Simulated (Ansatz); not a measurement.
C$_{4}$H$_{9}$CuO (`CC(C)(C)[O][Cu]`). Charge 0, multiplicity 1.

```xyz
15

C    -0.7804    1.1730   -0.2197
C     0.2326    0.0459   -0.0359
C     0.5764   -0.0987    1.4476
C    -0.3513   -1.2648   -0.5568
O     1.4357    0.3470   -0.6821
Cu    1.4428    0.5942   -2.4633
H    -0.3510    2.1176    0.1212
H    -1.7082    0.9901    0.3301
H    -1.0314    1.2762   -1.2825
H     1.3128   -0.8936    1.5800
H    -0.3100   -0.3367    2.0415
H     1.0093    0.8323    1.8186
H     0.3852   -2.0650   -0.4572
H    -1.2602   -1.5552   -0.0218
H    -0.6023   -1.1623   -1.6197
```

Task: List the harmonic frequencies (cm⁻¹, unscaled) at PBE0-D4/def2-TZVP in Ansatz. (Best estimate.)

Result: Computed: 53, 119, 216, 275, 278, 287, 338, 381, 451, 468, 617, 776, 903, 909, 943, 989, 1034, 1036, 1223, 1250, 1253, 1373, 1374, 1398, 1455, 1465, 1467, 1481, 1484, 1499, 3014, 3020, 3049, 3088, 3096, 3123, 3123, 3131, 3137.

Task: Is this a minimum?

Result: Yes, all 39 modes are real.

Task: Give the ideal-gas thermochemistry at 298.15 K and 1 bar (rigid rotor, harmonic oscillator; point group Cs, symmetry number 1).

Result: Zero-point energy 326.4 kJ/mol; H(298) − E = 350.0 kJ/mol; entropy 370.0 J/(mol·K), of which translation 170.2, rotation 117.2, vibration 82.7; G(298) − E = 239.7 kJ/mol. Modes under 100 cm⁻¹ are hindered rotations or soft bends, so the harmonic entropy is rough.
